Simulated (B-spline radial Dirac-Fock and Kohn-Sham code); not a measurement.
**Al 3s: cross section and angular parameters**

System: the Al atom, 1s2 2s2 2p6 3s2 3p1; threshold 9.62 eV (orbital energy of the model). Level of theory: Dirac-Hartree-Slater photoionisation with a Latter tail; cross sections with all multipoles, angular parameters from the dipole term and its interference with E2; a radial B-spline solver.

For linearly polarised light dσ/dΩ = σ/(4π) [1 + β P₂(cos θ) + (δ + γ cos²θ) sin θ cos φ], with θ from the polarisation vector and φ the angle between the beam and the projection of the electron momentum on the plane normal to the polarisation.

| hν (eV) | σ (kb) | β | γ |
| --- | --- | --- | --- |
| 51.9 | 248 | 2.000 | 0.120 |
| 54.9 | 235 | 2.000 | 0.119 |
| 56.8 | 227 | 2.000 | 0.117 |
| 79 | 149 | 2.000 | 0.081 |
| 80 | 147 | 2.000 | 0.079 |
| 83.2 | 139 | 2.000 | 0.073 |
| 96 | 112 | 2.000 | 0.052 |
| 339 | 14.5 | 2.000 | -0.015 |
| 400 | 10.8 | 2.000 | 0.006 |
| 419 | 9.88 | 2.000 | 0.013 |
| 545 | 5.98 | 2.000 | 0.069 |
| 600 | 4.94 | 2.000 | 0.095 |
| 795 | 2.77 | 2.000 | 0.186 |
| 1000 | 1.70 | 2.000 | 0.277 |
| 1070 | 1.46 | 2.000 | 0.307 |
| 1253.6 | 1.03 | 2.000 | 0.382 |
| 1290 | 0.961 | 2.000 | 0.396 |
| 2000 | 0.343 | 2.000 | 0.644 |
| 2170 | 0.281 | 2.000 | 0.697 |
| 2510 | 0.196 | 2.000 | 0.797 |
| 4570 | ? | ? | ? |
| 4950 | 0.0330 | 2.000 | 1.356 |
| 5414.7 | 0.0259 | 2.000 | 1.442 |
| 5480 | 0.0250 | 2.000 | 1.454 |
| 5560 | 0.0240 | 2.000 | 1.468 |
| 5670 | 0.0228 | 2.000 | 1.487 |
| 9350 | 0.00556 | 2.000 | 2.047 |
| 12900 | 0.00217 | 1.999 | 2.480 |
| 15000 | 0.00138 | 1.999 | 2.704 |

Task: Give the values at 4570 eV.

Result: σ = 0.0410 kb, β = 2.000, γ = 1.282. For an s subshell δ is negligible.

Values without a named source are computed, but for edge energies of neutral atoms, which are taken from tables.
